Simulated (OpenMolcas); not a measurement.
## Sc I: thermal populations, worked from levels

```json
{
 "Program": "OpenMolcas 26.06",
 "Basis": "ANO-RCC-VTZP [6s5p3d2f1g]",
 "Scalar Hamiltonian": "DKH2, point nucleus",
 "Active space": "3 electrons in 6 orbitals (3d 4s)",
 "State averaging": "2S+1 = 4 even, 17 roots (10 in the spin-orbit step); 2S+1 = 2 even, 30 roots",
 "Spin-orbit coupling": "RASSI with atomic mean-field integrals over the reference wave functions, term energies averaged over their components"
}
```

Methods: CASSCF; MS-CASPT2, IPEA 0.25 Eh, imaginary shift 0.1 Eh (closed shells correlated: 3s 3p). Measured levels: NIST Handbook of Basic Atomic Spectroscopic Data.

**Thermal populations.** Z = Σ (2J + 1) exp(-E/kT) with k = 0.695035 cm-1/K, over the levels below. No other level of either list lies under 12900 cm-1, which is above 7 kT at each temperature.

```tsv
Level	2J + 1	MS-CASPT2	measured
3d 4s² ²D_3/2	4	0.0	0.0
3d 4s² ²D_5/2	6	140	168
3d² 4s ⁴F_3/2	4	8770	11520
3d² 4s ⁴F_5/2	6	8810	11558
3d² 4s ⁴F_7/2	8	8870	11610
3d² 4s ⁴F_9/2	10	8940	11677
```

```tsv
T (K)	Z, MS-CASPT2	Z, measured levels	Ground level (%), MS-CASPT2	Ground level (%), measured levels
300	7.066	6.681	56.6	59.9
1000	8.905	8.712	44.9	45.9
2000	9.473	9.324	42.2	42.9
```

At 2000 K, kT = 1390 cm-1, and the computed levels give Z = 4.000 + 5.425 + 0.007 + 0.011 + 0.014 + 0.016 = 9.473.

CASPT2 breaks the degeneracy within a term, and the mean is taken; among the terms shown or strongly mixed into the levels shown the widest spread is 1200 cm-1 (3d² 4s ⁴F, MS-CASPT2). Over all roots computed the reference weight is 0.85 to 0.92 in MS-CASPT2; the roots of lowest weight are the least certain, and an intruder state may touch them. Some high roots are left out of the spin-orbit mixing, which shifts the levels that they would mix with. A single d shell beside an s shell can misplace configurations of different d count against each other. Without dynamic correlation excited terms often stand tens of per cent too high (terms of higher spin than the ground term too low), and those without a measured partner can miss by more than the paired ones (holds for CASSCF). Measured partners are found by configuration, term and J. A level has none where our copy of the source lacks it or the pairing is in doubt (some pairs that miss far off the trend of their configuration count as doubtful), and it then counts in no deviation. Levels of configurations outside the active space are missing.
